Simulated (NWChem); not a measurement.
Everything below was run with NWChem. System: In, charge 0, spin multiplicity 2. Its SCF solution wasn't tested for a lower state. Level: G0W0@UPBE/def2-TZVP with def2 effective core potentials on In, RI basis def2-tzvp-rifit, no spin-orbit coupling.

NWChem printed:

```
             Northwest Computational Chemistry Package (NWChem) 7.3.0
             --------------------------------------------------------

                                NWChem Input Module
                                -------------------

 Scaling coordinates for geometry "geometry" by  1.889725989
 (inverse scale =  0.529177249)

                             Geometry "geometry" -> ""
                             -------------------------

 Output coordinates in angstroms (scale by  1.889725989 to convert to a.u.)

  No.       Tag          Charge          X              Y              Z
 ---- ---------------- ---------- -------------- -------------- --------------
    1 In                  49.0000     0.00000000     0.00000000     0.00000000

 Effective nuclear repulsion energy (a.u.)       0.0000000000

            Nuclear Dipole moment (a.u.)
            ----------------------------
        X                 Y               Z
 ---------------- ---------------- ----------------
     0.0000000000     0.0000000000     0.0000000000

      Symmetry information
      --------------------

 Group name             D2h
 Group number             26
 Group order               8
 No. of unique centers     1

      Symmetry unique atoms

     1


 Summary of "ao basis" -> "" (spherical)
 ------------------------------------------------------------------------------
       Tag                 Description            Shells   Functions and Types
 ---------------- ------------------------------  ------  ---------------------
 *                         def2-tzvp                  on all atoms

 Summary of "ri basis" -> "" (spherical)
 ------------------------------------------------------------------------------
       Tag                 Description            Shells   Functions and Types
 ---------------- ------------------------------  ------  ---------------------
 *                      def2-tzvp-rifit               on all atoms

  pbe96 is a nonlocal functional; adding pw91lda local functional.

                                 NWChem DFT Module
                                 -----------------

 Summary of "ao basis" -> "ao basis" (spherical)
 ------------------------------------------------------------------------------
       Tag                 Description            Shells   Functions and Types
 ---------------- ------------------------------  ------  ---------------------
 In                        def2-tzvp                16       50   6s5p3d2f

 Summary of "ao basis" -> "ao basis" (spherical)
 ------------------------------------------------------------------------------
       Tag                 Description            Shells   Functions and Types
 ---------------- ------------------------------  ------  ---------------------
 In                        def2-tzvp                16       50   6s5p3d2f

      Symmetry analysis of basis
      --------------------------

        ag         12
        au          2
        b1g         3
        b1u         9
        b2g         3
        b2u         9
        b3g         3
        b3u         9

            General Information
            -------------------
          SCF calculation type: DFT
          Wavefunction type:  spin polarized.
          No. of atoms     :     1
          No. of electrons :    21
           Alpha electrons :    11
            Beta electrons :    10
          Charge           :     0
          Spin multiplicity:     2
          Use of symmetry is: on ; symmetry adaption is: on
          Maximum number of iterations: 100
          This is a Direct SCF calculation.
          AO basis - number of functions:    50
                     number of shells:    16
          Convergence on energy requested:  1.00D-06
          Convergence on density requested:  1.00D-05
          Convergence on gradient requested:  5.00D-04

              XC Information
              --------------
          PerdewBurkeErnzerhof Exchange Functional  1.000
            Perdew 1991 LDA Correlation Functional  1.000 local
           PerdewBurkeErnz. Correlation Functional  1.000 non-local

             Grid Information
             ----------------
          Grid used for XC integration:  medium
[...]
    20      1.464800  1 In py                17     -1.163167  1 In py
    11      0.203651  1 In py                14     -0.123557  1 In py
     8      0.031649  1 In py

                     DFT Final Beta Molecular Orbital Analysis
                     -----------------------------------------

 Vector    8  Occ=1.000000D+00  E=-6.717651D-01  Symmetry=b3g
              MO Center= -7.6D-34, -1.9D-33,  2.0D-18, r^2= 4.7D-01
   Bfn.  Coefficient  Atom+Function         Bfn.  Coefficient  Atom+Function
  ----- ------------  ---------------      ----- ------------  ---------------
    23      0.894429  1 In d -1              28      0.180051  1 In d -1

 Vector    9  Occ=1.000000D+00  E=-6.683855D-01  Symmetry=ag
              MO Center= -2.4D-16, -1.0D-15, -8.3D-16, r^2= 4.7D-01
   Bfn.  Coefficient  Atom+Function         Bfn.  Coefficient  Atom+Function
  ----- ------------  ---------------      ----- ------------  ---------------
    26      0.774958  1 In d  2              24      0.447422  1 In d  0
    31      0.154980  1 In d  2              29      0.089478  1 In d  0
     5      0.028858  1 In s                  2      0.027512  1 In s

 Vector   10  Occ=1.000000D+00  E=-2.913181D-01  Symmetry=ag
              MO Center= -4.9D-31, -6.5D-19,  2.3D-31, r^2= 2.2D+00
   Bfn.  Coefficient  Atom+Function         Bfn.  Coefficient  Atom+Function
  ----- ------------  ---------------      ----- ------------  ---------------
     5      0.800319  1 In s                  2      0.785688  1 In s
     1     -0.579049  1 In s                  3     -0.491958  1 In s
     6      0.405761  1 In s                  4     -0.271585  1 In s
    26     -0.030312  1 In d  2

 Vector   11  Occ=0.000000D+00  E=-8.472742D-02  Symmetry=b1u
              MO Center= -4.0D-31,  6.0D-31, -7.2D-16, r^2= 4.4D+00
   Bfn.  Coefficient  Atom+Function         Bfn.  Coefficient  Atom+Function
  ----- ------------  ---------------      ----- ------------  ---------------
    18      0.513968  1 In pz                15      0.345809  1 In pz
    21      0.318436  1 In pz                12     -0.310730  1 In pz
     9     -0.048476  1 In pz

 Vector   12  Occ=0.000000D+00  E=-8.472742D-02  Symmetry=b3u
              MO Center=  1.0D-16,  4.7D-31, -1.2D-30, r^2= 4.4D+00
   Bfn.  Coefficient  Atom+Function         Bfn.  Coefficient  Atom+Function
  ----- ------------  ---------------      ----- ------------  ---------------
    16      0.513968  1 In px                13      0.345809  1 In px
    19      0.318436  1 In px                10     -0.310730  1 In px
     7     -0.048476  1 In px

 Vector   13  Occ=0.000000D+00  E=-6.237086D-02  Symmetry=b2u
              MO Center=  4.0D-31,  2.5D-16, -5.6D-30, r^2= 4.8D+00
   Bfn.  Coefficient  Atom+Function         Bfn.  Coefficient  Atom+Function
  ----- ------------  ---------------      ----- ------------  ---------------
    17      0.480149  1 In py                20      0.374450  1 In py
    14      0.326295  1 In py                11     -0.296834  1 In py
     8     -0.046287  1 In py

   alpha - beta orbital overlaps
   -----------------------------

   alpha      1      2      3      4      5      6      7      8      9     10
    beta      1      2      3      4      6      5      7      8      9     10
 overlap   1.000  1.000  1.000  1.000  1.000  1.000  1.000  1.000  1.000  0.999

   alpha     11     12     13     14     15     16     17     18     19     20
    beta     13     11     12     16     14     15     17     20     21     22
 overlap   0.999  1.000  1.000  1.000  1.000  1.000  0.891  1.000  1.000  0.890

   alpha     21     22     23     24     25     26     27     28     29     30
    beta     18     19     25     23     24     28     29     30     31     32
 overlap   1.000  1.000  1.000  1.000  1.000  1.000  1.000  1.000  1.000  1.000

   alpha     31     32     33     34     35     36     37     38     39     40
    beta     26     27     33     34     36     35     37     39     38     41
 overlap   1.000  1.000  1.000  1.000  1.000  1.000  1.000  1.000  1.000  1.000

   alpha     41     42     43     44     45     46     47     48     49     50
    beta     40     42     43     44     45     46     47     48     49     50
 overlap   1.000  1.000  1.000  1.000  1.000  1.000  1.000  1.000  1.000  1.000

     --------------------------
     Expectation value of S2:
     --------------------------
      <S2> =      0.7518 (Exact =     0.7500)

 Task  times  cpu:        3.5s     wall:        3.5s

                                NWChem Input Module
                                -------------------

                                 NWChem GW Module
                                 ----------------

                             ***********************
                             ***        GW       ***
                             ***********************

 Summary of "ri basis" -> "ri basis" (spherical)
 ------------------------------------------------------------------------------
       Tag                 Description            Shells   Functions and Types
 ---------------- ------------------------------  ------  ---------------------
 In                     def2-tzvp-rifit             38      184   9s8p8d6f4g3h

                 Memory Information
                 ------------------
          Available GA per process is          1700.0 MBs
          Available stack per process is        700.0 MBs
          Available heap per process is           0.1 MBs

          Peak memory in Initialization
              Peak GA per process is                  2.0 MBs
              Peak stack per process is               0.0 MBs
              Peak heap per process is                2.2 MBs
              Memory not in MA per process            0.0 MBs

          Peak memory in AFF Calculation
              Peak GA per process is                  8.1 MBs
              Peak stack per process is               5.2 MBs
              Peak heap per process is                0.0 MBs
              Memory not in MA per process            5.2 MBs

          Computing 2-center integrals
          Computing Inverse Cholesky factor
          Computing 3-center integrals
          Computing V_xc ...

          Computing Sigma_x
          Computing RPA polarizability
          Solving quasiparticle equations

                  Alpha Orbitals
          State     Energy (eV)     Error (eV)
          -----------------------------------
@GW         8        -21.813           0.001
@GW         9        -21.697           0.004
@GW        10        -10.134           0.005
@GW        11         -5.137           0.002
@GW        12         -0.288           0.002
@GW        13         -0.288           0.002

                   Beta Orbitals
          State     Energy (eV)     Error (eV)
          -----------------------------------
@GW         7        -21.696           0.004
@GW         8        -21.696           0.004
@GW         9        -21.569           0.004
@GW        10        -10.456           0.002
@GW        11          0.055           0.002
@GW        12          0.055           0.002

   Applying  -2.3296 eV scissor-shift to rest of particle states

   Applying   2.3254 eV scissor-shift to rest of hole states

   Applying  -2.5287 eV scissor-shift to rest of particle states

   Applying   2.3602 eV scissor-shift to rest of hole states

     GW Timing Statistics
   ------------------------
   Init.   :          0.1s
     ERIs  :          0.1s
     Distr.:          0.0s
     Vxc   :          0.0s
   Sigma_x :          0.0s
   RPA     :          0.1s
   Wmn     :          0.0s
   Sigma_c :          0.0s
   GW total:          0.4s

 Task  times  cpu:        0.4s     wall:        0.4s

 Total times  cpu:        3.9s     wall:        3.9s
```

### Question
Write an NWChem input that would produce this output.

### Answer
This is not unique; one that fits is 
```
start mol
memory heap 200 mb stack 700 mb global 1700 mb
geometry units angstroms nocenter noautoz
  In     0.000000     0.000000     0.000000
  symmetry group D2h
end
basis spherical
  * library def2-tzvp
end
ecp
  In library def2-ecp
end
basis "ri basis" bse spherical
  * library def2-tzvp-rifit
end
dft
  xc xpbe96 cpbe96
  odft
  mult 2
  iterations 100
  direct
  tolerances tight
end
task dft energy
gw
  states alpha occ 4 vir 2
  states beta occ 4 vir 2
end
task dft gw
```
